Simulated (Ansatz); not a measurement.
One change: `C[SiH](O)CS` becomes `C[SiH](O)O`.

Ansatz, PBE0-D4/def2-TZVP geometries, multiplicity 1. Each molecule was computed in one conformer, which needn't be the lowest.

```
                                      property  `C[SiH](O)CS`
            LUMO energy (PBE0/def2-TZVPP) / eV           0.24
size of the dipole moment (PBE/def2-TZVPP) / D           1.57
          HOMO–LUMO gap (PBE0/def2-TZVPP) / eV           7.21
         HOMO–LUMO gap (B3LYP/def2-TZVPP) / eV           6.71
           LUMO energy (B3LYP/def2-TZVPP) / eV          -0.03
            HOMO energy (PBE0/def2-TZVPP) / eV          -6.97
```

Problem. What does the change do to each property? (Best estimate.)

Solution. Ansatz gave: 
```json
{"property": "LUMO energy (PBE0/def2-TZVPP) / eV", "`C[SiH](O)O`": "0.75", "shift": "0.51"}
{"property": "size of the dipole moment (PBE/def2-TZVPP) / D", "`C[SiH](O)O`": "0.94", "shift": "-0.63"}
{"property": "HOMO–LUMO gap (PBE0/def2-TZVPP) / eV", "`C[SiH](O)O`": "9.28", "shift": "2.07"}
{"property": "HOMO–LUMO gap (B3LYP/def2-TZVPP) / eV", "`C[SiH](O)O`": "8.69", "shift": "1.98"}
{"property": "LUMO energy (B3LYP/def2-TZVPP) / eV", "`C[SiH](O)O`": "0.38", "shift": "0.41"}
{"property": "HOMO energy (PBE0/def2-TZVPP) / eV", "`C[SiH](O)O`": "-8.52", "shift": "-1.55"}
```

With PBE0 the HOMO falls by 1.55 eV and the LUMO rises by 0.51 eV, so the gap widens by about 2.06 eV. PBE moves the HOMO by -1.30 eV and ωB97M-V by -1.64 eV. Dipoles are sizes alone; their direction can turn.

B3LYP here is the variant with VWN-RPA as its local correlation; programs differ in this.
